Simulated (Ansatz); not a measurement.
Geometry optimisation of VS(OH)3 (VSO3H3).

```yaml
crystal:
  periodic: [false, false, false]
  atoms:
    - {symbol: V, position_ang: [-0.000340, 0.002730, 0.004720]}
    - {symbol: S, position_ang: [0.016920, -0.021070, 2.068050]}
    - {symbol: O, position_ang: [1.556100, 0.295570, -0.350690]}
    - {symbol: H, position_ang: [2.498610, 0.465030, -0.353630]}
    - {symbol: O, position_ang: [-1.036440, 1.208830, -0.320130]}
    - {symbol: H, position_ang: [-1.661600, 1.933690, -0.341540]}
    - {symbol: O, position_ang: [-0.528270, -1.490370, -0.353810]}
    - {symbol: H, position_ang: [-0.844990, -2.394390, -0.352970]}
basis:
  gaussian: {orbitals: def2-SVP}
hamiltonian: {xc: r2scan, dispersion: d4}
scf: {omitted_lower_state_checks: [starts]}
output: {orbitals: {seedname: orbitals}}
relax: {f_tol: 0.02, max_steps: 100}
```

```sh
$ ansatz run in.yaml --threads 4 --pin off --events-out ev --progress --plain --max-ram 3916MiB
```

Output, abridged:

```
Functional definition: r2SCAN
mean field -42700.74510622 eV, -1569.2234390491 hartree, gradient 1.7e-5 eV, S^2 0.000000; 0 other end points of the search recorded, 0 dependent functions left out
relax step   1: F+E_penalty+E_count = -42700.79170038 eV  Δ(F+E_penalty+E_count) = +0.000e0 eV  max|allowed force component| = 5.873e0 eV/Å  Δτ_max = 0.0000 Å  (49 SCF iters, accepted)
mean field -42701.58692052 eV, -1569.2543751540 hartree, gradient 5.5e-6 eV, S^2 0.000000; 0 other end points of the search recorded, 0 dependent functions left out
relax step   2: F+E_penalty+E_count = -42701.63207072 eV  Δ(F+E_penalty+E_count) = -8.404e-1 eV  max|allowed force component| = 1.947e0 eV/Å  Δτ_max = 0.1948 Å  (40 SCF iters, accepted)
mean field -42701.67379564 eV, -1569.2575677556 hartree, gradient 7.6e-6 eV, S^2 0.000000; 0 other end points of the search recorded, 0 dependent functions left out
relax step   3: F+E_penalty+E_count = -42701.71865871 eV  Δ(F+E_penalty+E_count) = -8.659e-2 eV  max|allowed force component| = 5.079e-1 eV/Å  Δτ_max = 0.0248 Å  (35 SCF iters, accepted)
mean field -42701.79357881 eV, -1569.2619697060 hartree, gradient 1.2e-5 eV, S^2 0.000000; 0 other end points of the search recorded, 0 dependent functions left out
relax step   4: F+E_penalty+E_count = -42701.83816948 eV  Δ(F+E_penalty+E_count) = -1.195e-1 eV  max|allowed force component| = 4.361e-1 eV/Å  Δτ_max = 0.0855 Å  (34 SCF iters, accepted)
mean field -42702.06988154 eV, -1569.2721236441 hartree, gradient 9.8e-6 eV, S^2 0.000000; 0 other end points of the search recorded, 0 dependent functions left out
relax step   5: F+E_penalty+E_count = -42702.11426778 eV  Δ(F+E_penalty+E_count) = -2.761e-1 eV  max|allowed force component| = 1.116e0 eV/Å  Δτ_max = 0.2000 Å  (39 SCF iters, accepted)
mean field -42702.17056163 eV, -1569.2758235692 hartree, gradient 8.7e-6 eV, S^2 0.000000; 0 other end points of the search recorded, 0 dependent functions left out
relax step   6: F+E_penalty+E_count = -42702.21485505 eV  Δ(F+E_penalty+E_count) = -1.006e-1 eV  max|allowed force component| = 5.178e-1 eV/Å  Δτ_max = 0.0893 Å  (34 SCF iters, accepted)
mean field -42702.20069156 eV, -1569.2769308235 hartree, gradient 2.2e-5 eV, S^2 0.000000; 0 other end points of the search recorded, 0 dependent functions left out
relax step   7: F+E_penalty+E_count = -42702.24492703 eV  Δ(F+E_penalty+E_count) = -3.007e-2 eV  max|allowed force component| = 1.765e-1 eV/Å  Δτ_max = 0.0519 Å  (34 SCF iters, accepted)
mean field -42702.20836824 eV, -1569.2772129363 hartree, gradient 3.8e-6 eV, S^2 0.000000; 0 other end points of the search recorded, 0 dependent functions left out
relax step   8: F+E_penalty+E_count = -42702.25245241 eV  Δ(F+E_penalty+E_count) = -7.525e-3 eV  max|allowed force component| = 2.857e-1 eV/Å  Δτ_max = 0.0784 Å  (34 SCF iters, accepted)
mean field -42702.21300167 eV, -1569.2773832119 hartree, gradient 2.3e-5 eV, S^2 0.000000; 0 other end points of the search recorded, 0 dependent functions left out
relax step   9: F+E_penalty+E_count = -42702.25708942 eV  Δ(F+E_penalty+E_count) = -4.637e-3 eV  max|allowed force component| = 2.286e-2 eV/Å  Δτ_max = 0.0177 Å  (35 SCF iters, accepted)
mean field -42702.21301972 eV, -1569.2773838753 hartree, gradient 2.3e-5 eV, S^2 0.000000; 0 other end points of the search recorded, 0 dependent functions left out
relax step  10: F+E_penalty+E_count = -42702.25711900 eV  Δ(F+E_penalty+E_count) = -2.957e-5 eV  max|allowed force component| = 9.268e-3 eV/Å  Δτ_max = 0.0055 Å  (36 SCF iters, accepted)
mean field -42702.21301972 eV, -1569.2773838753 hartree, gradient 2.3e-5 eV, S^2 0.000000; 0 other end points of the search recorded, 0 dependent functions left out
Total energy: -42702.25715503 eV, -1569.2790058180 hartree
Atom 0 at    -0.000564     0.000495    -0.024361 Å, force     0.001646    -0.001613     0.009268 eV/Å
Atom 1 at     0.010386    -0.012015     1.994261 Å, force    -0.000236     0.000310    -0.004489 eV/Å
Atom 2 at     1.614659     0.307073    -0.631322 Å, force     0.001189     0.000294    -0.001446 eV/Å
Atom 3 at     2.369931     0.442268    -0.041481 Å, force    -0.000118     0.000262     0.000001 eV/Å
Atom 4 at    -1.075181     1.254008    -0.611588 Å, force    -0.001819     0.002081    -0.001843 eV/Å
Atom 5 at    -1.569527     1.831885    -0.012990 Å, force     0.000231    -0.000457     0.000104 eV/Å
Atom 6 at    -0.550290    -1.548977    -0.631164 Å, force    -0.000786    -0.001446    -0.001428 eV/Å
Atom 7 at    -0.799424    -2.274717    -0.041354 Å, force    -0.000107     0.000571    -0.000167 eV/Å
Dipole moment:     0.002062    -0.002163     0.288849 e Å
Checks for a lower state left out: starts
```

Run time 34 s (4 threads of Arm Neoverse V1 on a shared host).

The restricted singlet is unstable towards broken spin symmetry in Hartree–Fock (as tested in another run); at r2SCAN-D4/def2-SVP this wasn't settled.
